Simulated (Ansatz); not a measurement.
Isolated molecules relaxed with PBE0-D4/def2-TZVP in Ansatz; ΔE leaves out vibrations. CBS: MP2 limit from def2 TZ/QZ plus the TZ coupled-cluster correction, frozen cores. This one scheme is used for every species, atoms too. Functionals use def2-TZVPP. Open shells (•) are unrestricted, without spin–orbit coupling. Spin–orbit coupling would lower the free atoms: strongly for Te. def2 core potentials past Kr. Bonds to Sb, Te are less sure, by a few kJ/mol each and by 10 to 20 or more in all where they break to atoms, as the def2 sets lack core-valence functions.

`[SbH2][TeH]` → 3 H• + Sb• + Te•  (atomization)

```csv
level,ΔE (eV)
LDA (SPW92),12.61
r2SCAN0-D4,10.32
CAM-B3LYP-D4,10.68
PBE,10.66
r2SCANh,10.42
r2SCAN0,10.29
HF/def2-TZVPP,6.38
MP2/def2-TZVPP,9.85
```

Task: What does CCSD(T)/CBS give? (Estimate.)

Result: Ansatz gave: +10.86 eV. The listed levels differ from it by 1.75, -0.54, -0.18, -0.20, -0.44, -0.57, -4.48, -1.01 eV.

Largest T1 diagnostic among the species: 0.012.

In def2-TZVPP, CCSD(T) changes the Hartree–Fock value by +3.90 eV (the triples alone add +0.24 eV) and MP2 by +3.48 eV; breaking electron pairs costs correlation energy, which Hartree–Fock lacks. From PBE to PBE0 (25 % exact exchange), in def2-TZVPP and without D4, ΔE moves by −0.27 eV: exact exchange takes away binding that semilocal exchange gives to molecules.

For atomizations the MP2-based limit and the directly extrapolated one differ by several kJ/mol either way, and by 10 to 25 for some Ge, Se and Sn compounds, so smaller differences from it don't rank the levels.
